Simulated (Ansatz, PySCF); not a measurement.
Pair of molecules: H2O (SMILES O) (first 3 atoms) with CH4S (SMILES CS); geometry from B3LYP-D3(BJ)/def2-TZVP, rigid monomers moved along the line of their centres of mass till O1···H9 is 3.07 Å.
(charge 0, multiplicity 1):
```csv
atom,x (Å),y (Å),z (Å)
O,-0.0310,0.4826,0.0375
H,-0.7544,0.0981,-0.4692
H,0.7752,0.2062,-0.4116
C,-0.3336,0.6785,5.0656
S,-0.1740,-0.9275,4.2171
H,-1.2410,1.1958,4.7604
H,-0.3924,0.4634,6.1312
H,0.5342,1.3084,4.8811
H,-0.1212,-0.4404,2.9629
```

Counterpoise-corrected where a basis set is named; no monomer relaxation. Rows marked so take none.

Rows in 6-31G* carry no dispersion term and start afresh at each structure (6-31G* with six Cartesian d functions).

Codes used: Ansatz (Gaussian basis) for Hartree–Fock, density functionals and correlated methods; PySCF for 6-31G* rows. Values without a source in brackets are computed.

Question: One of these levels gives -1.88 kcal/mol for the interaction energy. Name it.
A) HF/aug-cc-pV(D+d)Z
B) HF/6-31G* (no counterpoise)
C) M06-2X/6-31G* (no counterpoise)

Answer: C, M06-2X/6-31G* (no counterpoise). The others give -1.47 (HF/6-31G* (no counterpoise)), -1.04 (HF/aug-cc-pV(D+d)Z)

Ansatz is a program for electronic structure.
